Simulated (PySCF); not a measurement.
Saddle point of BH$_{4}$ClO$_{2}$, closed shell (BH₃O₂ ([OH][BH][OH]) + HCl → BH₂ClO₂ ([OH][B]([OH])[Cl]) + H₂; bonds formed: B1–Cl6, H2–H5; bonds broken: B1–H2, H5–Cl6), PBE0-D4/def2-TZVP structure:

```json
{"atom": "B1", "x (Å)": "-0.0632", "y (Å)": "-0.1956", "z (Å)": "-0.1330"}
{"atom": "H2", "x (Å)": "1.2133", "y (Å)": "-0.6544", "z (Å)": "-0.1022"}
{"atom": "O3", "x (Å)": "-0.3467", "y (Å)": "0.6473", "z (Å)": "-1.1612"}
{"atom": "O4", "x (Å)": "-0.8382", "y (Å)": "-1.2371", "z (Å)": "0.2443"}
{"atom": "H5", "x (Å)": "1.1726", "y (Å)": "-0.0493", "z (Å)": "0.6373"}
{"atom": "Cl6", "x (Å)": "0.5044", "y (Å)": "1.0993", "z (Å)": "1.6084"}
{"atom": "H7", "x (Å)": "0.1245", "y (Å)": "1.4826", "z (Å)": "-1.1359"}
{"atom": "H8", "x (Å)": "-1.7668", "y (Å)": "-1.0929", "z (Å)": "0.0423"}
```

Energies are electronic, without zero-point energy. Barriers and step energies count from the start structure reached by relaxing down the imaginary mode; all methods use the PBE0-D4 structures, on which another method's saddle can fall below an end. PySCF 2.14 with density fitting (its default auxiliary sets; JK sets also for MP2 and CCSD(T)); basis: def2-TZVPP, with def2-QZVPP for the basis limit; cores frozen in the correlated methods. B3LYP uses VWN-RPA correlation. Extrapolation: Hartree–Fock as exp(−7.88 √X), correlation as X^−2.97.

| method | barrier (kcal/mol) | step energy (kcal/mol) |
| --- | --- | --- |
| SPW92 | 19.70 | -11.18 |
| PBE-D4 | 26.18 | -12.49 |
| r2SCAN-D4 | 27.74 | -13.90 |
| PBE0-D4 | ? | -12.55 |
| B3LYP-D4 | ? | -11.86 |
| BHLYP-D4 | ? | -11.70 |
| wB97M-V | 33.94 | -12.58 |
| HF | 48.38 | -11.28 |
| MP2 | 34.64 | -13.47 |
| CCSD | 39.13 | -11.27 |
| CCSD(T) | 36.69 | -11.83 |

(1) Fill in the withheld barriers. (To be estimated.)

The T1 diagnostic stays at or below 0.013.

Results:

(1) Computed: PBE0-D4 29.47; BHLYP-D4 37.54; B3LYP-D4 33.36 kcal/mol. Each is the energy of the saddle less that of the start structure, by the same method.

For comparison, the barrier by CCSD(T) at an estimated basis limit (MP2 extrapolated from triple and quadruple zeta, plus CCSD(T) − MP2 in triple zeta) is 35.07 kcal/mol.

Labels in which every atom is bracketed show which atoms are joined, not bond orders.

For scale, one of the runs: CCSD(T)/def2-TZVPP, 191 basis functions, launched by `OMP_NUM_THREADS=4 python run.py`. The run took 6 min on 4 CPU threads of an Arm Neoverse V2 (shared host), with 2.4 GiB of host memory at its peak.
